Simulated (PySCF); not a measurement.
**Magnetic susceptibility: SMILES [SiH3][NH][GeH2][GeH3], Ge2H9NSi**

Molfile (atoms numbered from 1):
```
Ge2H9NSi
     RDKit          3D

 13 12  0  0  0  0  0  0  0  0999 V2000
    2.0020    0.9163    0.7733 Si  0  0  0  0  0  4  0  0  0  0  0  0
    1.1476   -0.5628    0.4817 N   0  0  0  0  0  0  0  0  0  0  0  0
   -0.5675   -0.8096   -0.1546 Ge  0  0  0  0  0  4  0  0  0  0  0  0
   -1.8900    1.1785    0.2445 Ge  0  0  0  0  0  4  0  0  0  0  0  0
    0.9999    1.9522    1.1696 H   0  0  0  0  0  0  0  0  0  0  0  0
    2.9902    0.7200    1.8789 H   0  0  0  0  0  0  0  0  0  0  0  0
    2.7567    1.4532   -0.4071 H   0  0  0  0  0  0  0  0  0  0  0  0
    1.6995   -1.4161    0.5023 H   0  0  0  0  0  0  0  0  0  0  0  0
   -1.1649   -2.0332    0.5735 H   0  0  0  0  0  0  0  0  0  0  0  0
   -0.5533   -1.1321   -1.6690 H   0  0  0  0  0  0  0  0  0  0  0  0
   -3.3379    0.8849   -0.1937 H   0  0  0  0  0  0  0  0  0  0  0  0
   -1.8909    1.5571    1.7348 H   0  0  0  0  0  0  0  0  0  0  0  0
   -1.3626    2.3660   -0.5790 H   0  0  0  0  0  0  0  0  0  0  0  0
  1  2  1  0
  2  3  1  0
  3  4  1  0
  1  5  1  0
  1  6  1  0
  1  7  1  0
  2  8  1  0
  3  9  1  0
  3 10  1  0
  4 11  1  0
  4 12  1  0
  4 13  1  0
M  END
```

Level of theory: GIAO PBE/pcSseg-1 magnetisability, rotational g tensor and spin-rotation constants, non-relativistic, gas phase (PySCF). Geometry: PBE0-D3(BJ)/def2-SVP.

The calculation is non-relativistic, which matters for the atoms heavier than Zn.

Q: How diamagnetic is it, and how anisotropic?

A: Isotropic -1397 × 10⁻³⁰ J/T², or -84.1 × 10⁻⁶ cm³/mol; principal values -1515, -1358, -1318 × 10⁻³⁰ J/T², anisotropy 180 × 10⁻³⁰ J/T² (root of half the summed squared differences of the principal values). The susceptibility is in cgs units.

Q: Split it along the inertial axes a, b, c into diamagnetic and paramagnetic parts about the centre of mass, with the quadrupole moment.

A: 
| axis | χ (10⁻⁶ cm³/mol) | diamagnetic (10⁻⁶ cm³/mol) | paramagnetic (10⁻⁶ cm³/mol) | summed x² of all electrons (Å²) | quadrupole Θ (D Å) |
| --- | --- | --- | --- | --- | --- |
| a | -84.1 | -568.8 | 484.7 | 229.7 | +2.34 |
| b | -86.6 | -1070.9 | 984.4 | 111.4 | +0.42 |
| c | -81.7 | -1447.2 | 1365.5 | 22.7 | -2.76 |

Anisotropies 2χaa − χbb − χcc = +0.1 and 2χbb − χaa − χcc = -7.3 × 10⁻⁶ cm³/mol. Θ is traceless in Buckingham's convention.

Q: And the rotational g tensor?

A: 
| axis | rotational constant (GHz) | g | nuclear part | electronic part |
| --- | --- | --- | --- | --- |
| a | 2.5280 | -0.0287 | 0.5470 | -0.5757 |
| b | 1.1811 | -0.0114 | 0.5348 | -0.5462 |
| c | 0.8321 | -0.0092 | 0.5246 | -0.5338 |

Asymmetric top; isotopes 74Ge, 1H, 14N, 28Si; no vibrational averaging.
